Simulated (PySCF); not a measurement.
Calculated NMR data

[PySCF: PBE0/pcSseg-1 with gauge-including orbitals; geometry from GFN2-xTB; one conformer; relativity neglected; equivalent nuclei averaged; no solvent]

Referencing at the same level of theory: TMS for ¹H, ¹³C. Splittings of carbon signals by F and P are missing where no couplings were computed. Where no couplings were computed, multiplicities follow the n + 1 count of equivalent neighbours, and m marks all less simple cases (inequivalent or close neighbours, rings, F or P nearby). Shifts are as computed. Against solution values, carbons near 30 ppm lie about +3 ppm off and those near 130 ppm about +5 ppm. Of 1309 compounds with measured shifts, 239 miss one by over three times the rms of a fit or turn the order of signals round; such compounds aren't used in these exercises. OH and NH positions are gas-phase values without hydrogen bonding to other molecules.

Compound 1 (C7H7F). ¹H NMR (400 MHz, computed): δ 4.89 (m, 2H), 2.16 (m, 2H), 1.33 (m, 1H), 1.30 (m, 1H), 1.27 (s, 1H). ¹³C{¹H} NMR (computed): δ 86.3 (C), 84.3 (CH2), 76.2 (CH), 41.9 (C), 24.6 (CH2), 10.3 (CH). Structure: SMILES C#C[C@]1(CF)[C@@H]2C[C@@H]21.

Compound 2 (C6H9NOSi). ¹H NMR (400 MHz, computed): δ 5.01 (m, 1H), 4.89 (m, 1H), 3.59 (m, 1H), 2.93 (br s, 1H), 2.21 (m, 1H), 2.04 (m, 1H), 1.14 (m, 1H), 0.83 (m, 1H), 0.81 (m, 1H). ¹³C{¹H} NMR (computed): δ 128.1 (C), 62.7 (CH), 29.4 (CH2), 23.6 (C), 20.0 (CH2), 15.9 (CH). Structure: SMILES N#C[C@@H]1[SiH2]C[C@@]12C[C@H]2O.

Compound 3 (C6H9NOSi). ¹H NMR (400 MHz, computed): δ 7.59 (t, 1H), 7.42 (m, 1H), 6.87 (m, 1H), 6.83 (m, 1H), 3.94 (t, 3H), 2.28 (m, 2H). ¹³C{¹H} NMR (computed): δ 162.5 (CH), 162.1 (C), 142.9 (CH), 120.1 (CH), 118.1 (CH), 20.7 (CH2). Structure: SMILES [SiH3]C/C=N\c1ccco1.
